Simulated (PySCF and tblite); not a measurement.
Results of a calculation; reference values are marked as such.
# Conformer ensemble of C₅H₆O₂, numbered as in [CH2:1]=[CH:2][O:3][C:4](=[O:5])[CH:6]=[CH2:7]

Search: ETKDG, MMFF94s, GFN2-xTB, 150 starts; geometries at GFN2-xTB. Weights use B3LYP-D3(BJ)/pcSseg-1 (IEF-PCM, chloroform) energies plus GFN2-xTB zero-point and thermal terms (modes under about 100 cm⁻¹ blended into free rotors). Symmetry numbers and mirror images are counted. Conformers within 3 kcal/mol (GFN2-xTB free energy) were kept, 10 at most. GIAO shieldings: B3LYP/pcSseg-1 (IEF-PCM, chloroform). Shifts are against TMS (¹H), TMS (¹³C) at the same level; of two unlike H on one atom, a is the less shielded. Codes: tblite and PySCF.

Torsions listed: C1–C2–O3–C4, C2–O3–C4–O5, O3–C4–C6–C7.

```csv
conformer,shape,symmetry,E(GFN2) kcal/mol,E(DFT) kcal/mol,G(298.15 K) kcal/mol,weight %,dipole D
1,"180°, 0°, 180°",Cs,0.00,0.00,0.00,61.2,1.96
2,"180°, 0°, 0°",Cs,0.71,0.37,0.28,38.2,2.72
3,"0°, 0°, 180°",Cs,1.29,2.88,2.95,0.4,2.08
4,"0°, 0°, 0°",Cs,2.07,3.38,3.33,0.2,2.88
```

Weights (%) against temperature:

```json
{"T (K)": "250", "1": "64.2", "2": "35.5", "3": "0.2", "4": "0.1", "S(mix) cal/mol/K": "1.33"}
{"T (K)": "273.15", "1": "62.7", "2": "36.9", "3": "0.3", "4": "0.1", "S(mix) cal/mol/K": "1.36"}
{"T (K)": "298.15", "1": "61.2", "2": "38.2", "3": "0.4", "4": "0.2", "S(mix) cal/mol/K": "1.40"}
{"T (K)": "323.15", "1": "59.9", "2": "39.2", "3": "0.6", "4": "0.3", "S(mix) cal/mol/K": "1.44"}
{"T (K)": "373.15", "1": "57.7", "2": "40.6", "3": "1.0", "4": "0.6", "S(mix) cal/mol/K": "1.52"}
```

Averaged shifts at 298.15 K. ¹H: 7.97 (H2, 1H), 7.03 (H7a, 1H), 6.51 (H7b, 1H), 6.33 (H6, 1H), 5.22 (H1a, 1H), 4.99 (H1b, 1H) ppm. ¹³C: 170.6 (C4), 150.6 (C2), 144.8 (C7), 136.9 (C6), 103.1 (C1) ppm.

Coordinates of conformer 1 (Å):

```xyz
13

C    -1.369   -0.965   -2.231
C    -0.540   -1.021   -1.205
O    -0.443    0.021   -0.316
C     0.423   -0.090    0.717
O     1.121   -1.052    0.909
C     0.375    1.127    1.551
C     1.139    1.252    2.627
H    -1.991   -0.105   -2.402
H    -1.440   -1.784   -2.921
H     0.107   -1.861   -0.988
H    -0.316    1.889    1.223
H     1.118    2.131    3.248
H     1.811    0.458    2.908
```

Coordinates of conformer 2 (Å):

```xyz
13

C    -0.219    2.681   -0.178
C    -0.801    1.496   -0.179
O    -0.067    0.346   -0.029
C    -0.719   -0.838   -0.039
O    -1.912   -0.942   -0.173
C     0.197   -1.983    0.132
C     1.509   -1.872    0.283
H     0.845    2.785   -0.059
H    -0.801    3.575   -0.296
H    -1.866    1.341   -0.295
H    -0.303   -2.941    0.124
H     2.139   -2.737    0.404
H     1.994   -0.910    0.288
```

The minima are those of GFN2-xTB; planar forms about aryl–S or allylic bonds may be saddles in DFT. Shifts are unscaled: against experiment ¹³C can be off by 15 ppm or more and ¹H by 0.8 ppm.

Search and properties took 94 s on 1 thread of Arm Neoverse N1, shared host (rough), launched as `OMP_NUM_THREADS=1 python ens_run.py task.json out`.


Conformer gaps in pcSseg-1 on xTB geometries can be 2 kcal/mol off for S=O, P=O and other polar bonds.